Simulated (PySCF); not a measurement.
C3H5BO2. Atoms are numbered in the order given.

```xyz
11

C      0.0117     2.5541     0.0000
C      0.7011     1.3972     0.0000
B     -0.0041     0.0165     0.0000
O     -1.3486    -0.1042     0.0000
C      0.7519    -1.4179     0.0000
O      0.0615    -2.4253     0.0000
H     -1.0850     2.5509     0.0000
H      0.5005     3.5356     0.0000
H      1.7990     1.4514     0.0000
H     -1.5590    -1.0599     0.0000
H      1.8728    -1.5245     0.0000
```

Coordinates come from a r2SCAN-D4/def2-SVP optimisation. The structure was generated by enumeration, and PubChem lists no compound with its InChIKey, so it may never have been made. One conformer was computed; it need not be the lowest.

Computed with PBE/def2-TZVP in PySCF.

ESP charges are fitted to the potential on shells at 1.4 to 2.0 van der Waals radii. Atomic charges (e):

```json
[
 {"atom": "C1", "ESP fit": "-0.24", "Löwdin": "-0.12", "Mulliken": "-0.18", "IAO": "-0.23"},
 {"atom": "C2", "ESP fit": "-0.24", "Löwdin": "-0.13", "Mulliken": "-0.22", "IAO": "?"},
 {"atom": "B3", "ESP fit": "0.26", "Löwdin": "-0.70", "Mulliken": "0.16", "IAO": "?"},
 {"atom": "O4", "ESP fit": "-0.49", "Löwdin": "0.26", "Mulliken": "-0.34", "IAO": "-0.48"},
 {"atom": "C5", "ESP fit": "0.36", "Löwdin": "-0.21", "Mulliken": "0.08", "IAO": "?"},
 {"atom": "O6", "ESP fit": "-0.41", "Löwdin": "0.14", "Mulliken": "-0.26", "IAO": "-0.35"},
 {"atom": "H7", "ESP fit": "0.16", "Löwdin": "0.14", "Mulliken": "0.14", "IAO": "0.16"},
 {"atom": "H8", "ESP fit": "0.15", "Löwdin": "0.12", "Mulliken": "0.12", "IAO": "0.15"},
 {"atom": "H9", "ESP fit": "0.11", "Löwdin": "0.16", "Mulliken": "0.10", "IAO": "0.15"},
 {"atom": "H10", "ESP fit": "0.37", "Löwdin": "0.22", "Mulliken": "0.32", "IAO": "?"},
 {"atom": "H11", "ESP fit": "-0.02", "Löwdin": "0.12", "Mulliken": "0.08", "IAO": "?"}
]
```

### Question
Fill in the missing entries. (An estimate is asked for; the answer gives what the named calculation found.)

### Answer

- C2, IAO: -0.28
- B3, IAO: 0.29
- C5, IAO: 0.12
- H10, IAO: 0.36
- H11, IAO: 0.10

### Question
Give the Mayer and Wiberg (Löwdin basis) orders of the bonds. (An estimate is asked for; the answer gives what the named calculation found.)

### Answer

| bond | Mayer | Wiberg |
|---|---|---|
| C1–C2 | 1.87 | 2.07 |
| C2–B3 | 1.07 | 1.23 |
| B3–O4 | 1.44 | 2.03 |
| B3–C5 | 0.96 | 1.10 |
| C5–O6 | 1.98 | 2.68 |
| C1–H7 | 0.94 | 0.88 |
| C1–H8 | 0.94 | 0.89 |
| C2–H9 | 0.93 | 0.80 |
| O4–H10 | 0.83 | 0.89 |
| C5–H11 | 0.88 | 0.86 |
